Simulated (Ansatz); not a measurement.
A run of Ansatz (development build ahead of 0.2.0) on singlet SiF4 at this shape:

```yaml
atoms:
  - { symbol: Si, position_ang: [0.0052, -0.0473, 0.0154] }
  - { symbol: F, position_ang: [0.8949, 0.8975, 0.8743] }
  - { symbol: F, position_ang: [0.8808, -0.9181, -0.8802] }
  - { symbol: F, position_ang: [-0.8752, 0.8868, -0.9125] }
  - { symbol: F, position_ang: [-0.8692, -0.9265, 0.9304] }
```

Its results:

| Item | Value |
| --- | --- |
| Converged | yes |
| Reference energy | -687.14664 hartree |
| Correlation energy | -1.10726 hartree |
| Total energy | -688.25389 hartree |
| Spin squared of the determinant | 0.000 |

Task: Which input gives this output? Name the method, the orbitals and the basis set, and write the input.

Result: RHF-MP2 in cc-pVTZ. An unrestricted run that stays on the closed shell gives the same numbers.

```yaml
crystal:
  periodic: [false, false, false]
  atoms:
    - { symbol: Si, position_ang: [0.00516, -0.04729, 0.0154] }
    - { symbol: F, position_ang: [0.89487, 0.8975, 0.87428] }
    - { symbol: F, position_ang: [0.88082, -0.91807, -0.88018] }
    - { symbol: F, position_ang: [-0.87521, 0.88684, -0.91252] }
    - { symbol: F, position_ang: [-0.8692, -0.92648, 0.9304] }
basis:
  gaussian: { orbitals: cc-pVTZ }
hamiltonian:
  xc: hf
correlation:
  method: mp2
  frozen_orbitals: { F: 1, Si: 5 }
```
